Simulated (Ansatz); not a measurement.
Ansatz (a first-principles code) input for BHN, SMILES B=[N] (connectivity only; charge and spin as stated), charge -1, multiplicity 1, PBE/def2-TZVPD. Geometry optimised at B3LYP-D3(BJ)/def2-TZVPD. The multiplicity is an assumed one; other spin states were not compared. The isomer is the one that the SMILES or the coordinates give; other isomers of the formula were not compared.

Ansatz 0.2 input:
```yaml
crystal:
  periodic: [false, false, false]
  atoms:
    - {symbol: B, position_ang: [0.00000000, 0.00000000, 0.58820142]}
    - {symbol: N, position_ang: [0.00000000, 0.00000000, -0.67336418]}
    - {symbol: H, position_ang: [0.00000000, 0.00000000, 1.77254217]}
basis:
  gaussian:
    orbitals: def2-TZVPD
hamiltonian:
  xc: {name: PBE}
total_charge: -1
```

Program output:

```
WARN ansatz: RAYON_NUM_THREADS=1 ignored (pool sized by the plan → 1); use --threads N
Functional definition: PBE
integrals: 0.01 GiB planned
395 factors; their error is unknown
mean field: 0.14 GiB planned
mean field evaluation 1: about -2179.4177 eV, gradient 1.6e1 eV
mean field evaluation 2: about -2178.1521 eV, gradient 2.7e1 eV
mean field evaluation 4: about -2180.1273 eV, gradient 2.6e0 eV
mean field evaluation 8: about -2180.1412 eV, gradient 2.4e-2 eV
mean field -2180.14122141 eV, -80.1187121339 hartree, gradient 4.6e-5 eV, S^2 0.000000; 0 other end points of the search recorded, 0 dependent functions left out
reference -2180.14126705 eV, -80.1187138114 hartree; 7, 7 occupied and 76, 76 virtual orbitals, 395 factors
Total energy: -2180.14126705 eV, -80.1187138114 hartree
```

The calculation finished and met its thresholds.
